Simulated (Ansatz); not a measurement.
Reaction (cleavage of the Si–Si bond): `[SiH3][SiH]1BC1` + HCl → `Cl[SiH]1BC1` + SiH₄

Program: Ansatz. Geometries: PBE0-D4/def2-TZVP. ΔE: electronic, gas phase. CBS: MP2 limit from def2 TZ/QZ plus the TZ coupled-cluster correction, frozen cores. This one scheme is used for every species.

```json
{"species": "`[SiH3][SiH]1BC1`", "CCSD(T)/CBS(def2) energy (Eh)": "-645.13977"}
{"species": "HCl", "CCSD(T)/CBS(def2) energy (Eh)": "-460.38127"}
{"species": "`Cl[SiH]1BC1`", "CCSD(T)/CBS(def2) energy (Eh)": "-814.09176"}
{"species": "SiH₄", "CCSD(T)/CBS(def2) energy (Eh)": "-291.46306"}
```

(1) Work out ΔE.

Largest T1 diagnostic among the species: 0.014.

Answers

(1) ΔE = (-814.09176) + (-291.46306) − (-645.13977) − (-460.38127) = -0.03378 Eh = -88.7 kJ/mol.

From BLYP to BHLYP (50 % exact exchange), in def2-TZVPP and without D4, ΔE moves by −3.9 kJ/mol. Leaving LDA and LC-ωPBE aside and taking each functional with its dispersion term where it has one, the values, not all of them listed here, spread over 17.6 kJ/mol, from ωB97M-V to revPBE-D4. At CCSD(T), def2-SVP lies +4.5 kJ/mol from the extrapolated value and def2-TZVPP +1.8 kJ/mol.
